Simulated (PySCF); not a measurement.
Molecule: `Cc1ccccn1`, C6H7N.

Bonds (- single, = double, # triple, : aromatic): C1-C2 1.500 Å, C2:C3 1.404 Å, C3:C4 1.389 Å, C4:C5 1.394 Å, C5:C6 1.392 Å, C6:N7 1.331 Å, N7:C2 1.335 Å. C1 carries H8, H9, H10; C3 carries H11; C4 carries H12; C5 carries H13; C6 carries H14.

Geometry PBE0-D3(BJ)/def2-SVP throughout; GIAO in PySCF 2.14, gas phase, one conformer, non-relativistic; equivalent atoms averaged; basis pcSseg-1.

(1) How do the absolute shieldings σ depend on the functional? (a selection of nuclei; ppm; last column core-seconds on shared hosts with different chips, so compare them loosely; the GGAs took longer than the global hybrids here, which isn't the general rule, and the cause wasn't traced)

(2) Which nucleus among those listed moves most, in ppm?

Results:

(1) 
```csv
functional,kind,C6,C3,C5,C1,N7,H14,H12,H13,H8/H9/H10,core-s
HF,Hartree–Fock,31.7,64.5,67.1,166.4,-97.2,22.99,23.80,24.69,28.94,5.6
PBE,GGA,27.8,54.1,56.5,152.6,-92.2,22.64,23.73,24.33,28.59,18
BLYP,GGA,22.4,48.9,51.1,147.6,-100.0,22.91,24.01,24.61,28.77,18
BP86,GGA,27.5,53.9,56.4,152.1,-91.6,22.72,23.81,24.41,28.64,19
OPBE,GGA,39.0,64.2,66.8,158.4,-73.3,22.57,23.67,24.27,28.61,20
KT3,GGA,40.6,65.4,67.8,156.1,-67.3,23.00,24.03,24.65,28.77,20
B97-D,GGA,31.2,57.3,59.7,151.9,-82.8,22.96,24.04,24.64,28.80,17
PBE0,global hybrid,29.4,56.5,59.1,157.7,-94.7,22.64,23.64,24.26,28.61,15
wB97X-D,range-separated hybrid,28.1,55.9,58.4,157.8,-95.3,22.76,23.72,24.35,28.73,15
```

(2) N7 (pyridine-type ring nitrogen): from -100.0 ppm with BLYP to -67.3 ppm with KT3. The smallest spread is 0.35 ppm, at H8/H9/H10. Proton shifts span only some 12 ppm, so a few tenths of a ppm matter as much there as several ppm in carbon.
